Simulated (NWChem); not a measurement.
# GeSi$_{2}$H$_{6}$, singlet; SMILES [Ge]([SiH3])[SiH3]

```xyz
9

Ge     0.9019    -0.0136    -0.5527
Si    -0.7469    -1.7137     0.0691
H     -0.4725    -3.0672    -0.5090
H     -2.1857    -1.3734    -0.1795
H     -0.5491    -1.8039     1.5588
Si    -0.7653     1.7105    -0.0597
H     -1.7622     1.3888     1.0129
H     -1.5107     1.8021    -1.3643
H     -0.1800     3.0586     0.2255
```
Atoms are numbered in this order, from 1.

Level: PBE0/def2-SVP (NWChem), optimised geometry, unscaled harmonic frequencies. Low-valent species are run as closed-shell singlets; no triplet was tried in these runs.

**Question.** List the harmonic frequencies with IR intensities, and the thermochemistry.

**Answer.** 
```tsv
frequency (cm⁻¹)	IR intensity (km/mol)
96	0.7
96	0.7
145	0.0
268	21.7
292	6.3
360	17.2
385	0.7
470	7.3
536	0.4
828	329.7
859	147.0
902	74.8
912	9.4
941	30.4
944	75.6
2171	76.2
2172	18.6
2201	71.8
2203	82.1
2217	204.3
2220	25.3
```

The zero-point energy is 30.3 kcal/mol and the thermal correction to the enthalpy at 298.15 K (with zero-point energy) comes out as 35.5 kcal/mol. The heat capacity Cv is 23.8 cal/(mol K). The entropy at 298.15 K and 1 atm (symmetry number 2) comes out as 83.7 cal/(mol K) and the dipole moment is 0.36 D.

Rigid rotor and harmonic oscillator; modes under 100 cm⁻¹ make the entropy uncertain.
